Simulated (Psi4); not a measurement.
F, charge +1, triplet; PBE/pcseg-1 (Psi4).

Here is a job for Psi4.
```
memory 2 GB

molecule mol {
1 3
  F     0.000000    0.000000    0.000000
}

set basis pcseg-1
set reference uks
set dft_spherical_points 590

energy('pbe')
print_variables()
```

Q: Predict the main parts of the log of this Psi4 run.

A: 
```
   => Loading Basis Set <=

    Name: PCSEG-1
    Role: ORBITAL
    Keyword: BASIS

         ---------------------------------------------------------
                                   SCF
               by Justin Turney, Rob Parrish, Andy Simmonett
                          and Daniel G. A. Smith
                              UKS Reference
         ---------------------------------------------------------

  ==> Geometry <==

    Molecular point group: d2h
    Geometry (in Angstrom), charge = 1, multiplicity = 3:

       Center              X                  Y                   Z               Mass
    ------------   -----------------  -----------------  -----------------  -----------------
         F            0.000000000000     0.000000000000     0.000000000000    18.998403162730

  Running in d2h symmetry.

  Rotational constants: A = ************  B = ************  C = ************ [cm^-1]
  Rotational constants: A = ************  B = ************  C = ************ [MHz]
  Nuclear repulsion =    0.000000000000000

  Charge       = 1
  Multiplicity = 3
  Electrons    = 8
  Nalpha       = 5
  Nbeta        = 3

  ==> Algorithm <==

  SCF Algorithm Type is DF.
  DIIS enabled.
  MOM disabled.
  Fractional occupation disabled.
  Guess Type is CORE.
  Energy threshold   = 1.00e-06
  Density threshold  = 1.00e-06
  Integral threshold = 1.00e-12

  ==> Primary Basis <==

  Basis Set: PCSEG-1
    Blend: PCSEG-1
    Number of shells: 6
    Number of basis functions: 14
    Number of Cartesian functions: 15
    Spherical Harmonics?: true
    Max angular momentum: 2

  ==> DFT Potential <==

   => LibXC <=

    Version 7.1.2
    S. Lehtola, C. Steigemann, M. J. T. Oliveira, and M. A. L. Marques,  SoftwareX 7, 1–5 (2018) (10.1016/j.softx.2017.11.002)

   => Composite Functional: PBE <=

    PBE GGA Exchange-Correlation Functional

    J.P. Perdew et. al., Phys. Rev. Lett., 77(18), 3865-3868, 1996

    Deriv               =              1
    GGA                 =           TRUE
    Meta                =          FALSE

    Exchange Hybrid     =          FALSE
    MP2 Hybrid          =          FALSE

   => Exchange Functionals <=

    1.0000     XC_GGA_X_PBE

   => Correlation Functionals <=

    1.0000     XC_GGA_C_PBE

   => LibXC Density Thresholds  <==

    XC_GGA_C_PBE:  1.00E-12
    XC_GGA_X_PBE:  1.00E-15

   => Molecular Quadrature <=

    Radial Scheme          =       TREUTLER
    Pruning Scheme         =           NONE
    Nuclear Scheme         =       TREUTLER

    Blocking Scheme        =         OCTREE
    BS radius alpha        =              1
    Pruning alpha          =              1
    Radial Points          =             75
    Spherical Points       =            590
    Total Points           =          41300
    Total Blocks           =            365
    Max Points             =            256
    Max Functions          =             14
    Weights Tolerance      =       1.00E-15

   => Loading Basis Set <=

    Name: (PCSEG-1 AUX)
    Role: JKFIT
    Keyword: DF_BASIS_SCF

  ==> Integral Setup <==

  SCF_SUBTYPE=INCORE selected. In-core MEM_DF algorithm will be used.
  Using in-core AOs.

  ==> MemDFJK: Density-Fitted J/K Matrices <==

    J tasked:                   Yes
    K tasked:                    No
    wK tasked:                   No
    Algorithm:                 Core
    Schwarz Cutoff:           1E-12
    Mask sparsity (%):       0.0000
    Fitting Condition:        1E-10

   => Auxiliary Basis Set <=

  Basis Set: (PCSEG-1 AUX)
    Blend: DEF2-UNIVERSAL-JKFIT
    Number of shells: 25
    Number of basis functions: 77
    Number of Cartesian functions: 93
    Spherical Harmonics?: true
    Max angular momentum: 4

  Minimum eigenvalue in the overlap matrix is 2.1352042140E-01.
  Reciprocal condition number of the overlap matrix is 1.1299717804E-01.
    Using symmetric orthogonalization.

  ==> Pre-Iterations <==

  SCF Guess: Core (One-Electron) Hamiltonian.

[...]
     B1u        2       2       1       1       1       0
     B2u        2       2       1       0       0       1
     B3u        2       2       1       0       0       1
   -------------------------------------------------------
    Total      14      14       5       3       3       2
   -------------------------------------------------------

  ==> Iterations <==

                           Total Energy        Delta E     RMS |[F,P]|

   @DF-UKS iter   1:   -96.62516401859214   -9.66252e+01   3.12604e-01 ADIIS
   @DF-UKS iter   2:   -97.92461970012353   -1.29946e+00   2.78996e-01 ADIIS
   @DF-UKS iter   3:   -98.81409549494174   -8.89476e-01   9.76376e-02 DIIS/ADIIS
   @DF-UKS iter   4:   -98.87519011767864   -6.10946e-02   7.82894e-02 DIIS/ADIIS
   @DF-UKS iter   5:   -98.95492462402902   -7.97345e-02   1.08156e-02 DIIS/ADIIS
   @DF-UKS iter   6:   -98.95653594608888   -1.61132e-03   8.43065e-04 DIIS/ADIIS
   @DF-UKS iter   7:   -98.95654572394531   -9.77786e-06   2.58019e-05 DIIS
   @DF-UKS iter   8:   -98.95654573309170   -9.14639e-09   2.06485e-07 DIIS
  Energy and wave function converged.

  ==> Post-Iterations <==

   Electrons on quadrature grid:
      Nalpha   =    5.0000000000 ; deviation = -4.839e-12
      Nbeta    =    3.0000000000 ; deviation = -4.833e-12
      Ntotal   =    8.0000000000 ; deviation = -9.671e-12

   @Spin Contamination Metric:   1.501302527E-03
   @S^2 Expected:                2.000000000E+00
   @S^2 Observed:                2.001501303E+00
   @S   Expected:                1.000000000E+00
   @S   Observed:                1.000000000E+00

    Orbital Energies [Eh]
    ---------------------

    Alpha Occupied:

[...]
    Alpha Virtual:

[...]
    Beta Occupied:

[...]
    Beta Virtual:

[...]
    Final Occupation by Irrep:
             Ag   B1g   B2g   B3g    Au   B1u   B2u   B3u
    DOCC [     2,    0,    0,    0,    0,    1,    0,    0 ]
    SOCC [     0,    0,    0,    0,    0,    0,    1,    1 ]
    NA   [     2,    0,    0,    0,    0,    1,    1,    1 ]
    NB   [     2,    0,    0,    0,    0,    1,    0,    0 ]

  @DF-UKS Final Energy:   -98.95654573309170

   => Energetics <=

    Nuclear Repulsion Energy =              0.0000000000000000
    One-Electron Energy =                -132.9948644170863759
    Two-Electron Energy =                  43.8513966737659757
    DFT Exchange-Correlation Energy =      -9.8130779897712976
    Empirical Dispersion Energy =           0.0000000000000000
    VV10 Nonlocal Energy =                  0.0000000000000000
    Total Energy =                        -98.9565457330917013

  UHF NO Occupations:
  HONO-2 :    2 Ag 1.9994088
  HONO-1 :    1B3u 1.0000000
  HONO-0 :    1B2u 1.0000000
  LUNO+0 :    3 Ag 0.0005912
  LUNO+1 :    2B1u 0.0001596
  LUNO+2 :    4 Ag 0.0000001
  LUNO+3 :    2B2u 0.0000000

Computation Completed

Properties will be evaluated at   0.000000,   0.000000,   0.000000 [a0]

Properties computed using the SCF density matrix

 Multipole Moments:

 ------------------------------------------------------------------------------------
     Multipole            Electronic (a.u.)      Nuclear  (a.u.)        Total (a.u.)
 ------------------------------------------------------------------------------------

 L = 1.  Multiply by 2.5417464519 to convert [e a0] to [Debye]
 Dipole X            :          0.0000000            0.0000000            0.0000000
 Dipole Y            :          0.0000000            0.0000000            0.0000000
 Dipole Z            :          0.0000000            0.0000000            0.0000000
 Magnitude           :                                                    0.0000000

 ------------------------------------------------------------------------------------

  Variable Map:
  ----------------------------------------------------------------------------
[...]
  Array Variable Map:
  ----------------------------------------------------------------------------
[...]
[...]
```
